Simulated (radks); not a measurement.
Results of a calculation; reference values are marked as such.
Species: Xe25+. Configuration: [Ar] 3d10 4s1.

Level of theory: scalar-relativistic Kohn-Sham, PBE, spin-unpolarised, spherical densities, point nucleus (a radial shooting solver on a logarithmic mesh with Libxc functionals).

Energy parts (eV):
| part | energy |
|---|---|
| total | -194531.181 |
| kinetic | 204948.674 |
| electron-nucleus | -445993.609 |
| Hartree | 50846.128 |
| exchange-correlation | -4332.374 |

Orbitals (lengths in bohr, moments of r in powers of bohr; <r^-3> diverges for s and p1/2; r(max) is where P^2 peaks):
| orbital | occ. | eigenvalue (eV) | <r^4> | r(max) | <r^-3> |
|---|---|---|---|---|---|
| 1s | 2 | -35194.19 | 2.432e-06 | 0.01715 | - |
| 2s | 2 | -6149.282 | 0.0004082 | 0.09686 | - |
| 2p | 6 | -5603.190 | 0.0002950 | 0.07770 | 6195 |
| 3s | 2 | -1847.543 | 0.01616 | 0.2766 | - |
| 3p | 6 | -1670.574 | 0.01655 | 0.2699 | 1242 |
| 3d | 10 | -1413.133 | 0.01343 | 0.2220 | 173.5 |
| 4s | 1 | -843.2341 | 0.2666 | 0.6100 | - |

The highest occupied level is 4s at -843.23 eV. Summed over all electrons, <r^2> = 2.242 bohr^2, which gives a Langevin (diamagnetic) susceptibility term of -1.78 x 10^-6 cm^3/mol. The density falls to 0.001 e/bohr^3 at r = 1.30 bohr.
